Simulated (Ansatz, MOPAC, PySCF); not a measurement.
Noncovalent pair: SiH4 (SMILES [SiH4]) (first 5 atoms) with CH3NO (SMILES NC=O); geometry from B3LYP-D3(BJ)/def2-TZVP.
(charge 0, multiplicity 1):
```xyz
11

Si    -0.01404    -0.00036     0.16241
H      0.61466     1.04076     1.01291
H      0.23915     0.38959    -1.24868
H     -1.47001    -0.03709     0.39429
H      0.62066    -1.30879     0.41316
N      0.83520     0.55815     4.02699
C     -0.04483    -0.46883     4.04830
O     -0.59906    -0.92882     3.07324
H      1.05840     0.99917     3.14851
H      1.25609     0.89997     4.87238
H     -0.21578    -0.86312     5.06594
```

Monomers are frozen at their geometry in the pair; levels with a basis set take the counterpoise correction.

Frozen-core correlation. The state that PM3, PM6 reach isn't checked.

Codes used: Ansatz (a quantum-chemistry and plane-wave program); MOPAC for PM3, PM6 (differences of heats of formation); PySCF for M06-2X, the dispersion terms. 

| level | interaction energy (kcal/mol) |
|---|---|
| PM3 | 1.91 |
| PM6 | -1.47 |
| HF/aug-cc-pV(D+d)Z | -0.37 |
| PBE-D4/def2-TZVPPD | -2.91 |
| PBE0-D3(BJ)/def2-TZVPPD | -2.91 |
| BHLYP-D4/def2-TZVPPD | -3.13 |
| M06-2X/def2-TZVPPD | -3.06 |
| CAM-B3LYP/def2-TZVPPD | -1.67 |
| B2PLYP/def2-TZVPPD | ___ |

Question: Some entries are withheld; supply them.

Answer: 
- B2PLYP/def2-TZVPPD, interaction energy (kcal/mol): -1.60
